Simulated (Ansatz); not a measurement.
A series at Hf: from `[F][Hf]([SeH])([SeH])[SeH]`, ligands are replaced one by one, each step taking up H–F and setting free H₂Se; n counts the steps. Ansatz, PBE0-D4/def2-TZVP geometries. Each molecule was computed in one conformer, which needn't be the lowest.

```tsv
n	molecule	HOMO energy, ωB97M-V/def2-TZVPP (eV)
0	`[F][Hf]([SeH])([SeH])[SeH]`	-9.44
1	`[F][Hf]([F])([SeH])[SeH]`	?
2	`[F][Hf]([F])([F])[SeH]`	-9.82
3	`[F][Hf]([F])([F])[F]`	-14.69
```

Q: By hand: fit a straight line y = ȳ + b (n − n̄) to the 3 given rows and predict n = 1.

A: n̄ = 1.667, ȳ = -11.317; Σ(n − n̄)(y − ȳ) = -7.127, Σ(n − n̄)² = 4.667, so b = -1.527 eV a step. Prediction: -11.317 + (-1.527) × (-0.667) = -10.30 eV.

Q: By hand: compare with the computed value, -9.66 eV, and give the steps along the whole series.

A: The line misses by 0.64 eV (computed minus predicted). Steps: -0.22, -0.16, -4.87 eV.

One step carries most of the change, so a line is a poor guide. The highest orbital can change its character along such a series. The miss is 12.2 % of the series' range.

Spin–orbit coupling is left out; it splits and shifts lone-pair levels of the heavy atoms by tenths of an eV.
